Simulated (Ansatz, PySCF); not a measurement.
Input for Ansatz (an electronic-structure program):
Ansatz 0.2 input:
```yaml
crystal:
  periodic: [false, false, false]
  atoms:
    - {symbol: Si, position_ang: [-0.02533964, -0.00465700, 1.31997514]}
    - {symbol: Br, position_ang: [1.11399650, -1.69753432, -0.24869921]}
    - {symbol: Br, position_ang: [-1.10386065, 1.69939712, -0.27929084]}
basis:
  gaussian:
    orbitals: STO-3G
hamiltonian:
  xc: revpbe
total_charge: -1
magnetization: {spin_polarized: true, initial_magnetization: 1}
accuracy: high
```

Question: Convert this to an input for PySCF.

Answer: Several could match; the one computed here: 
```python
from pyscf import gto, scf, dft

mol = gto.Mole()
mol.atom = '''
    Si   -0.02533964   -0.00465700    1.31997514
    Br    1.11399650   -1.69753432   -0.24869921
    Br   -1.10386065    1.69939712   -0.27929084
'''
mol.basis = 'sto-3g'
mol.charge = -1
mol.spin = 1
mol.verbose = 4
mol.build()

mf = dft.UKS(mol)
mf.xc = 'revpbe'
mf.grids.atom_grid = (99, 590)
mf.grids.prune = None
mf.kernel()
```

Both were run: Ansatz gave -5377.535842 Eh and PySCF -5377.535831 Eh, 0.011 mEh apart.
